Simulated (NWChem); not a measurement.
Molecule: Si$_{2}$H$_{5}$O$_{2}$Cl; SMILES O[SiH2][Si@@H](O)Cl

```xyz
10

O      1.0248    -2.3124    -0.1844
Si    -0.4476    -1.6390     0.2280
Si    -0.5049     0.6079    -0.4508
O     -1.7966     1.3369     0.2973
Cl     1.3183     1.4751     0.1621
H      1.8105    -1.8302     0.1122
H     -0.7206    -1.6845     1.6936
H     -1.4719    -2.4385    -0.4888
H     -0.5306     0.8575    -1.9185
H     -1.9899     2.2568     0.0620
```
Atoms are numbered in this order, from 1.

Computed with NWChem. All runs use the structure optimised with B3LYP/6-31G* (spherical d).

For level B3LYP/def2-TZVP:

```
Item                         Result
---------------------------  ------
highest occupied level (eV)   -7.74
orbital gap (eV)               6.70
```

How do the values read with level TPSSh/def2-TZVP instead?


| Item | Result |
|---|---|
| highest occupied level (eV) | -7.32 |
| orbital gap (eV) | 6.17 |
